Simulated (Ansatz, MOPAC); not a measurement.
The molecule LiH-, multiplicity 2 (lowest of 2S+1 = 2, 4 at CCSD(T)/def2-TZVPP on PBE0 minima; our sources give no spin for the ground state, which may be another).

Constants: fifth-degree fit in 1/R to seven points, most abundant isotopes. Runs in def2 and cc sets follow the lowest solution found near the PBE0 minimum.

Frozen-core correlation. CBS(a, b) extrapolates the correlation energy as X⁻³ and adds the Hartree–Fock energy of set b. The state that AM1 reach isn't checked.

Codes used: Ansatz (a program for electronic structure) with Gaussian orbitals; MOPAC for AM1 (differences of heats of formation). Each number belongs to the level named beside it.

**Question.** What bond length and harmonic frequency does AM1 give?

**Answer.** r_e = 1.740 Å, ω_e = 1410 cm⁻¹.

**Question.** What bond length and harmonic frequency does CCSD/aug-cc-pVTZ give?

**Answer.** r_e = 1.689 Å, ω_e = 1165 cm⁻¹.

**Question.** What bond length and harmonic frequency does CCSD(T)/CBS(aug-cc-pVTZ, aug-cc-pVQZ) give?

**Answer.** r_e = 1.685 Å, ω_e = 1168 cm⁻¹.
